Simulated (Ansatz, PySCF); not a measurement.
C3H5F3, SMILES C[C@@H](F)C(F)F. Atoms are numbered in the order given.

```xyz
11

C     -1.9130     0.2843    -0.0357
C     -0.5237     0.2896     0.5682
F     -0.3120    -0.8901     1.2548
C      0.5706     0.4371    -0.4794
F      1.7896     0.4001     0.1102
F      0.5063    -0.5780    -1.3794
H     -2.0036    -0.5447    -0.7524
H     -2.6628     0.1541     0.7571
H     -2.1190     1.2306    -0.5598
H     -0.4024     1.1241     1.2830
H      0.4724     1.3938    -1.0263
```
Charge 0, spin multiplicity 1.

The structure is a stationary point at B3LYP-D3(BJ)/def2-SVP. The structure was generated by enumeration; whether it is a known compound was not checked. One conformer was computed; it need not be the lowest.

Two levels are set side by side: PBE-D3(BJ)/def2-SVP (Ansatz, an electronic-structure program) and B3LYP-D3(BJ)/def2-SVP (Ansatz). Each level has its own optimised geometry; the coordinates shown are those of the second. Frequencies come from the Hessian of PySCF at each geometry. Differences are taken from unrounded values.

| quantity | B3LYP-D3(BJ) |
|---|---|
| mean bond length (Å) | 1.264 |
| bond C1–C2 (Å) | 1.515 |
| bond C2–F3 (Å) | 1.381 |
| bond C2–C4 (Å) | 1.522 |
| bond C4–F5 (Å) | 1.355 |
| bond C4–F6 (Å) | 1.358 |
| bond C1–H7 (Å) | 1.100 |
| bond C1–H8 (Å) | 1.099 |
| bond C1–H9 (Å) | 1.101 |
| bond C2–H10 (Å) | 1.105 |
| bond C4–H11 (Å) | 1.106 |
| highest harmonic wavenumber (cm⁻¹) | 3150 |
| mean harmonic wavenumber (cm⁻¹) | 1323 |
| zero-point energy (kcal/mol) | 51.05 |

**Question.** What does PBE-D3(BJ) give, and how far is it from B3LYP-D3(BJ)? (Estimate from the structure and the level; the computed values follow.)

**Answer.** 
```json
[
 {"quantity": "mean bond length (Å)", "PBE-D3(BJ)": "1.272", "PBE-D3(BJ) minus B3LYP-D3(BJ)": "0.007"},
 {"quantity": "bond C1–C2 (Å)", "PBE-D3(BJ)": "1.517", "PBE-D3(BJ) minus B3LYP-D3(BJ)": "0.002"},
 {"quantity": "bond C2–F3 (Å)", "PBE-D3(BJ)": "1.388", "PBE-D3(BJ) minus B3LYP-D3(BJ)": "0.007"},
 {"quantity": "bond C2–C4 (Å)", "PBE-D3(BJ)": "1.529", "PBE-D3(BJ) minus B3LYP-D3(BJ)": "0.007"},
 {"quantity": "bond C4–F5 (Å)", "PBE-D3(BJ)": "1.363", "PBE-D3(BJ) minus B3LYP-D3(BJ)": "0.008"},
 {"quantity": "bond C4–F6 (Å)", "PBE-D3(BJ)": "1.367", "PBE-D3(BJ) minus B3LYP-D3(BJ)": "0.009"},
 {"quantity": "bond C1–H7 (Å)", "PBE-D3(BJ)": "1.107", "PBE-D3(BJ) minus B3LYP-D3(BJ)": "0.008"},
 {"quantity": "bond C1–H8 (Å)", "PBE-D3(BJ)": "1.106", "PBE-D3(BJ) minus B3LYP-D3(BJ)": "0.007"},
 {"quantity": "bond C1–H9 (Å)", "PBE-D3(BJ)": "1.108", "PBE-D3(BJ) minus B3LYP-D3(BJ)": "0.007"},
 {"quantity": "bond C2–H10 (Å)", "PBE-D3(BJ)": "1.115", "PBE-D3(BJ) minus B3LYP-D3(BJ)": "0.010"},
 {"quantity": "bond C4–H11 (Å)", "PBE-D3(BJ)": "1.117", "PBE-D3(BJ) minus B3LYP-D3(BJ)": "0.011"},
 {"quantity": "highest harmonic wavenumber (cm⁻¹)", "PBE-D3(BJ)": "3097", "PBE-D3(BJ) minus B3LYP-D3(BJ)": "-53"},
 {"quantity": "mean harmonic wavenumber (cm⁻¹)", "PBE-D3(BJ)": "1284", "PBE-D3(BJ) minus B3LYP-D3(BJ)": "-39"},
 {"quantity": "zero-point energy (kcal/mol)", "PBE-D3(BJ)": "49.56", "PBE-D3(BJ) minus B3LYP-D3(BJ)": "-1.50"}
]
```

GGA bonds tend to be longer and softer than those of functionals with exact exchange. Differences between two approximate levels are no errors against the true value.
